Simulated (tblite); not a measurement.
Species: C3H11ClOSi2.
Structure used (GFN2-xTB), in Å, numbered top down from 1:
```xyz
18
C3H11ClOSi2 angstrom
C     -1.4916    1.9292    0.0306
O     -1.5131    0.5372    0.1076
Si    -0.9014   -0.5314   -0.9555
C     -1.2106   -2.1681   -0.0215
Cl     0.0446   -2.4252    1.2147
Si     1.3324   -0.1577   -1.4374
C      2.3117    0.4582    0.0752
H     -1.7799    2.3278    1.0038
H     -0.4951    2.2947   -0.2295
H     -2.1977    2.2799   -0.7259
H     -1.7917   -0.5886   -2.1335
H     -2.1649   -2.1952    0.4977
H     -1.1552   -3.0187   -0.6947
H      1.9934   -1.3615   -1.9593
H      1.4668    0.8732   -2.4860
H      2.2146   -0.2332    0.9076
H      1.9593    1.4290    0.4154
H      3.3699    0.5567   -0.1505
```

Method: GFN2-xTB as coded in tblite; computed harmonic values from a numerical Hessian at the method's own geometry, unscaled. Errors from tens to a few hundred cm⁻¹ against measured bands are possible. Modes of hydrogen on silicon can be 10 to 20 % off. One conformer, not necessarily the lowest.

Harmonic wavenumbers (cm⁻¹): 26.8, 38.8, 68.5, 74.7, 90.3, 119.5, 121.4, 146.4, 163.2, 259.2, 304.6, 409.6, 423.8, 564.0, 590.7, 646.2, 664.9, 704.2, 719.5, 739.4, 771.0, 794.2, 796.4, 824.6, 837.9, 1106.4, 1131.3, 1134.1, 1156.5, 1201.9, 1368.2, 1417.0, 1434.1, 1478.6, 1481.7, 1482.6, 1488.9, 2116.4, 2145.2, 2207.2, 2947.3, 2961.4, 2994.9, 3004.5, 3012.5, 3023.5, 3034.8, 3039.9.

A = 1385, B = 1129, C = 822.4 MHz; mass 154.004 u (most abundant isotopes); point group C1, symmetry number 1.

Zero-point energy?

½Σν̃ = 28634 cm⁻¹ = 81.87 kcal/mol.

Give the ideal-gas entropy at 298.15 K and 1 bar in the rigid-rotor, harmonic-oscillator model (classical rotation).

Translation 41.03, rotation 29.90, vibration 43.47: S = 114.4 cal/(mol K).

And Cp and H(298.15 K) − H(0)?

Cp = 43.20 cal/(mol K), of which vibrations give 35.25 (their classical limit is 48 R = 95.4); H(298.15 K) − H(0) = 8.44 kcal/mol without the zero-point energy, 6.07 from vibrations.

Blend soft modes into free rotors: weight 1/[1 + (100 cm⁻¹/ν̃)⁴] for the oscillator and the rest for a rotor with moment μB/(μ + B), μ = h/(8π²ν), B = 10⁻⁴⁴ kg m². What vibrational entropy results?

37.90 cal/(mol K) in place of 43.47, which changes −T·S at 298.15 K by +1.66 kcal/mol.

How do the functions run with temperature in this model?

| T (K) | S (cal/(mol K)) | Cp (cal/(mol K)) | H − H(0) (kcal/mol) | G − H(0) (kcal/mol) | ln q(vib) |
| --- | --- | --- | --- | --- | --- |
| 150 | 90.1 | 29.3 | 3.07 | -10.44 | 6.07 |
| 250 | 107.2 | 38.7 | 6.47 | -20.33 | 9.94 |
| 400 | 128.3 | 51.7 | 13.29 | -38.05 | 14.99 |
| 600 | 151.9 | 64.5 | 24.98 | -66.14 | 20.98 |
| 900 | 180.6 | 77.0 | 46.34 | -116.17 | 28.84 |

q(vib) and H(0) count from the zero-point level.

What must be added to the electronic energy to get the Gibbs energy at 298.15 K and 1 bar?

ZPE + [H(298.15 K) − H(0)] − T·S = 81.87 + 8.44 − 34.11 = 56.20 kcal/mol.

Hindered rotation and anharmonicity are outside this model. Other conformers, if any are populated, would add a mixing term that is left out. The structure is chiral; the term R ln 2 for an equal mix with its mirror image is left out.

On an Arm Neoverse V1 with one thread, on a shared host, this took 0.84 s of wall time. This covers the Hessian and the dipole derivatives.
